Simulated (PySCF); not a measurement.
Species: CH₅BFNO.
Geometry (PBE0-D3(BJ)/def2-SVP, Å), atoms numbered from 1 in this order:
```xyz
10
CH5BFNO angstrom
N     -1.3126    0.1423   -0.3507
B     -0.8916   -0.8127    0.5786
O      0.4393   -1.0029    0.9004
C      1.4118   -0.1344    0.4940
F      1.4807   -0.0565   -0.8781
H     -2.2899    0.2720   -0.5688
H     -0.6753    0.6412   -0.9586
H     -1.6897   -1.5041    1.1640
H      1.2195    0.8915    0.8622
H      2.3849   -0.5011    0.8573
```

Method: EOM-IP-CCSD/aug-cc-pVDZ in PySCF, restricted Hartree–Fock reference, frozen core, non-relativistic, gas phase, PBE0-D3(BJ)/def2-SVP geometry.

Hartree–Fock orbital energies give these Koopmans values (eV): HOMO 11.67, HOMO-1 13.26, HOMO-2 13.54, HOMO-3 14.72, HOMO-4 16.43, HOMO-5 16.66, HOMO-6 18.29, HOMO-7 18.76.

Question: What vertical ionisation energies does EOM-IP-CCSD give?

Answer: 
```json
{"leading hole (HF orbital)": "HOMO", "Koopmans (eV)": "11.67", "EOM-IP-CCSD (eV)": "10.53", "change (eV)": "-1.14", "one-hole share": "0.95"}
{"leading hole (HF orbital)": "HOMO-1", "Koopmans (eV)": "13.26", "EOM-IP-CCSD (eV)": "11.86", "change (eV)": "-1.40", "one-hole share": "0.95"}
{"leading hole (HF orbital)": "HOMO-2", "Koopmans (eV)": "13.54", "EOM-IP-CCSD (eV)": "12.35", "change (eV)": "-1.19", "one-hole share": "0.95"}
{"leading hole (HF orbital)": "HOMO-3", "Koopmans (eV)": "14.72", "EOM-IP-CCSD (eV)": "13.21", "change (eV)": "-1.51", "one-hole share": "0.95"}
{"leading hole (HF orbital)": "HOMO-4", "Koopmans (eV)": "16.43", "EOM-IP-CCSD (eV)": "14.37", "change (eV)": "-2.06", "one-hole share": "0.95"}
{"leading hole (HF orbital)": "HOMO-5", "Koopmans (eV)": "16.66", "EOM-IP-CCSD (eV)": "14.54", "change (eV)": "-2.12", "one-hole share": "0.95"}
{"leading hole (HF orbital)": "HOMO-6", "Koopmans (eV)": "18.29", "EOM-IP-CCSD (eV)": "16.87", "change (eV)": "-1.42", "one-hole share": "0.95"}
{"leading hole (HF orbital)": "HOMO-7", "Koopmans (eV)": "18.76", "EOM-IP-CCSD (eV)": "17.15", "change (eV)": "-1.61", "one-hole share": "0.95"}
```

Question: Does the order of the lines follow the orbital energies?

Answer: Yes, no two lines change places. The corrections run from -2.12 to -1.14 eV, with a mean of -1.56 eV over the 8 lines; no line lies above its Koopmans value. Koopmans values leave out both the relaxation of the orbitals and the change in correlation energy.

Question: At what kinetic energies would He I light (21.22 eV) eject these electrons?

Answer: 10.69 eV (HOMO), 9.36 eV (HOMO-1), 8.87 eV (HOMO-2), 8.01 eV (HOMO-3), 6.85 eV (HOMO-4), 6.68 eV (HOMO-5), 4.35 eV (HOMO-6), 4.07 eV (HOMO-7).

One root was sought for each valence orbital with −ε under 21 eV, eight at most, so deeper holes and satellites are missing; no vibrational structure.

One conformer stands for the species.
